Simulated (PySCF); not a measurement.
Two structures of SiNH$_{5}$ClF, singlet, reached by relaxing down either side of one saddle point (PBE0-D4/def2-TZVP). Energies are electronic, without zero-point energy. PySCF 2.14 with density fitting (its default auxiliary sets; JK sets also for MP2 and CCSD(T)); basis: def2-TZVPP and def2-QZVPP; cores frozen in the correlated methods. Extrapolation: Hartree–Fock as exp(−7.88 √X), correlation as X^−2.97. First:

```xyz
9
angstrom
Si -0.5651 -0.7231 -0.6621
N 0.8035 0.0161 0.1155
H -0.2040 -1.6576 -1.7548
H -1.3394 -1.4101 0.3921
Cl -1.6626 0.7734 -1.5100
H 0.2453 1.1735 1.2727
F -0.0380 1.7563 1.9670
H 1.4409 0.5218 -0.4873
H 1.3393 -0.5965 0.7194
```

Second:

```
atom    x (Å)    y (Å)    z (Å)
 Si1  -0.9466   0.0849  -0.1075
  N2   1.3317  -0.2474   0.1517
  H3  -0.5863  -0.2699  -1.4930
  H4  -0.9620  -0.9501   0.9432
 Cl5  -3.0077   0.4031  -0.3363
  H6   1.6020  -0.0424   1.1072
  F7  -0.4996   1.5506   0.3707
  H8   1.8435   0.3853  -0.4530
  H9   1.6252  -1.1940  -0.0621
```

Q: Which bonds change from the first to the second?

A: SiNH₄Cl ([NH2][SiH2][Cl]) + HF → SiH₂ClF ([F][SiH2][Cl]) + NH₃; bonds formed: Si1–F7, N2–H6; bonds broken: Si1–N2, H6–F7.

Q: Give the saddle point's structure and its height above each. (An estimate is asked for; the value comes from the calculation.)

A: Computed: 19.80 kcal/mol above the first and 37.14 kcal/mol above the second (CCSD(T) at an estimated basis limit (MP2 extrapolated from triple and quadruple zeta, plus CCSD(T) − MP2 in triple zeta)).
```xyz
9
angstrom
Si -0.7456 -0.3359 -0.1269
N 1.0638 0.0131 -0.0712
H -0.7661 -1.4062 -1.1704
H -1.2881 -0.9839 1.0786
Cl -1.7907 1.1230 -1.1131
H 0.7345 0.7999 0.7720
F -0.2872 1.1629 1.3271
H 1.4406 0.3897 -0.9328
H 1.6388 -0.7623 0.2366
```

No T1 diagnostic of these runs exceeds 0.011.

Steps of this kind, hydrogen fluoride cutting a network bond, underlie vapour etching and the fluorination step of atomic layer etching.

Labels in which every atom is bracketed show which atoms are joined, not bond orders.

For scale, one of the runs: CCSD(T)/def2-TZVPP, 216 basis functions, launched by `OMP_NUM_THREADS=4 python run.py`. Hardware: 4 CPU threads of an Intel Xeon Platinum 8488C, shared host. Wall time 5.6 min; peak host memory 3.4 GiB.
